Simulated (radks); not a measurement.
Results of a calculation; reference values are marked as such.
All-electron atom: Os37+ in [Kr] 4d3. Code: a radial shooting solver on a logarithmic mesh with Libxc functionals. Model: Dirac Kohn-Sham, BLYP, spin-unpolarised, spherical densities, finite nucleus; open shells fill j = l - 1/2 first; Fermi nuclear charge, rms radius 5.4126 fm.

Spin-orbit splittings of the eigenvalues, e(l+1/2) - e(l-1/2), with zeta = 2 splitting/(2l+1) and mean radii in bohr:

| shell | occ. | splitting (eV) | zeta (eV) | <r> j=l-1/2 | <r> j=l+1/2 |
|---|---|---|---|---|---|
| 2p | 6 | 1532 | 1021 | 0.06129 | 0.06946 |
| 3p | 6 | 341.6 | 227.7 | 0.1817 | 0.1961 |
| 3d | 10 | 74.39 | 29.76 | 0.1710 | 0.1754 |
| 4p | 6 | 104.4 | 69.63 | 0.3907 | 0.4130 |
| 4d | 3 | 22.22 | 8.886 | 0.4028 | 0.4091 |
| 5p | 0 | ? | ? | 0.6963 | 0.7270 |

Estimate the 5p splitting.

Answer. 42.54 eV (zeta = 28.36 eV).
